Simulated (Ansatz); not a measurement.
Job for Ansatz (a program for electronic structure): R-r2SCAN/def2-TZVPPD on H2 (SMILES [H][H]) with ghost functions. Files ending in .json are basis or fitting sets from the Basis Set Exchange.

Ansatz 0.2 input:
```yaml
crystal:
  periodic: [false, false, false]
  atoms:
    - {symbol: H, position_ang: [-0.06105842, -0.16041165, 3.18656582]}
    - {symbol: H, position_ang: [-0.10264970, -0.29176240, 3.91876700]}
basis:
  gaussian:
    orbitals: def2-TZVPPD.json
    ghost_atoms:
      - {symbol: C, position_ang: [0.17010812, 0.56811623, -0.69665969]}
      - {symbol: N, position_ang: [0.09934828, 0.34565917, 0.42524776]}
      - {symbol: H, position_ang: [0.23595863, 0.77510770, -1.74111715]}
hamiltonian:
  xc: {name: r2SCAN}
scf: {lower_state_search: off}
```

The log:

```
WARN ansatz: RAYON_NUM_THREADS=1 ignored (pool sized by the plan → 1); use --threads N
Functional definition: r2SCAN
these checks for a lower state are left out or cut short: stability, starts, cluster_reference, orbital_swaps, neighbouring_geometries, increment
integrals: 0.02 GiB planned
503 factors; their error is unknown
mean field: 0.27 GiB planned
mean field evaluation 1: about -31.6822 eV, gradient 7.6e0 eV
mean field evaluation 2: about -31.8676 eV, gradient 1.8e0 eV
mean field evaluation 4: about -31.8765 eV, gradient 4.1e-2 eV
mean field evaluation 8: about -31.8728 eV, gradient 8.4e-5 eV
mean field -31.87283240 eV, -1.1713049865 hartree, gradient 2.1e-6 eV, S^2 0.000000; 0 other end points of the search recorded, 0 dependent functions left out
reference -31.87283950 eV, -1.1713052476 hartree; 1, 1 occupied and 124, 124 virtual orbitals, 503 factors
Total energy: -31.87283950 eV, -1.1713052476 hartree
Checks for a lower state left out: stability, starts, cluster_reference, orbital_swaps, neighbouring_geometries, increment
```

The calculation finished and met its thresholds.

Cost: very roughly 1.1 core-seconds.
